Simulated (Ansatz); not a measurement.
Conformers of `CO[SiH](O)Br`, each relaxed with PBE0-D4/def2-TZVP in Ansatz. CBS adds the triple-zeta coupled-cluster correction to the MP2 limit.

Outer-core shells of Br are correlated without core-valence functions. Scalar relativity is left out up to krypton. Spin–orbit coupling is left out.

Not all of them had a frequency check.

Conformer A:

Cartesian coordinates in Å:
```
C -1.411 0.864 0.036
O -0.080 0.797 0.511
Si 1.043 -0.226 -0.044
O 0.442 -1.740 0.052
Br 2.827 0.010 1.239
H -1.441 1.100 -1.033
H -1.937 -0.079 0.207
H -1.920 1.659 0.582
H 1.452 0.094 -1.428
H 1.024 -2.481 -0.123
```

Conformer B:

Cartesian coordinates in Å:
```
C -1.444 -0.215 0.770
O -0.398 -0.609 -0.093
Si 1.058 0.092 -0.235
O 1.858 -0.578 -1.476
Br 0.746 2.275 -0.563
H -1.149 -0.314 1.820
H -1.740 0.821 0.582
H -2.296 -0.868 0.583
H 1.900 -0.065 0.962
H 1.465 -0.537 -2.350
```

Task: Which is lowest in electronic energy at CCSD(T)/CBS (frozen core, def2 sets), and by how much? (An estimate is asked.)

Result: The calculation gave: B; A lies 8.2 kJ/mol higher.

Task: Give the energies relative to B (kJ/mol) with B3LYP-D4/def2-TZVPP, ωB97X-V/def2-TZVPP, B2PLYP/def2-TZVPP, PBE/def2-TZVPP, r2SCAN/def2-TZVPP, PBE0/def2-TZVPP, B3LYP/def2-TZVPP. (Best estimate.)

Result: Ansatz gave: 
```
              level    A
B3LYP-D4/def2-TZVPP  8.7
 ωB97X-V/def2-TZVPP  8.2
  B2PLYP/def2-TZVPP  8.0
     PBE/def2-TZVPP  8.6
  r2SCAN/def2-TZVPP  8.4
    PBE0/def2-TZVPP  8.2
   B3LYP/def2-TZVPP  7.6
```

B3LYP here is the variant with VWN-RPA as its local correlation; programs differ in this.
